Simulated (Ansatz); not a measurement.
Consider the ligand exchange at a B–O bond: `COB(C)OC` + H–F → `COB(C)F` + CH₃OH.

Gas-phase electronic energies from Ansatz, PBE0-D4/def2-TZVP geometries. CBS: MP2 limit from def2 TZ/QZ plus the TZ coupled-cluster correction, frozen cores. This one scheme is used for every species. DFT in def2-TZVPP. One conformer a species, not always the lowest.

`COB(C)OC`:

Z-matrix (Å, degrees):
```
C
O 1 1.408
H 1 1.094 2 111.6
H 1 1.091 2 107.9 3 119.2
H 1 1.094 2 111.5 3 -121.6
B 2 1.367 1 121.7 3 60.6
O 6 1.360 2 117.3 1 180.0
C 6 1.570 2 123.7 1 -0.1
C 7 1.413 6 120.7 2 -0.0
H 8 1.095 6 111.4 2 -59.3
H 8 1.095 6 111.4 2 59.0
H 8 1.090 6 111.5 2 179.9
H 9 1.090 7 107.5 6 -179.9
H 9 1.093 7 111.3 6 60.5
H 9 1.093 7 111.3 6 -60.3
```

H–F:

Cartesian coordinates in Å:
```
F 0.232 -0.358 0.173
H -0.232 0.358 -0.173
```

`COB(C)F`:

```xyz
11

C     0.505    0.182   -1.546
O     1.133    0.465   -0.317
B     0.561    0.249    0.884
C    -0.871   -0.341    1.133
F     1.325    0.585    1.927
H     0.409    1.108   -2.118
H     1.130   -0.512   -2.111
H    -0.486   -0.259   -1.415
H    -1.645    0.269    0.657
H    -1.095   -0.401    2.198
H    -0.967   -1.346    0.710
```

CH₃OH:

Cartesian coordinates in Å:
```
C -0.246 0.233 0.110
O 0.971 -0.200 -0.453
H -0.240 1.323 0.084
H -0.359 -0.082 1.155
H -1.117 -0.116 -0.458
H 0.990 -1.159 -0.438
```

CCSD(T)/CBS gives -1.9 kcal/mol.

Another level gave -4.2 kcal/mol. Which?
A. PBE-D4/def2-TZVPP
B. PBE0/def2-TZVPP
C. HF/def2-TZVPP
D. MP2/def2-TZVPP

B. PBE0 -4.2, HF/def2-TZVPP -6.4, MP2/def2-TZVPP -1.5, PBE-D4 -3.1 kcal/mol.

Largest T1 diagnostic among the species: 0.012.

The D4 term adds +2.0 kcal/mol with B3LYP and +1.2 kcal/mol with PBE0; it sums over pairs of atoms, weighted by their polarisabilities, and B3LYP, whose exchange is more repulsive, gets the larger term. In def2-TZVPP, CCSD(T) changes the Hartree–Fock value by +4.2 kcal/mol (the triples alone add +0.6 kcal/mol) and MP2 by +4.9 kcal/mol.

B3LYP here is the variant with VWN-RPA as its local correlation; programs differ in this.
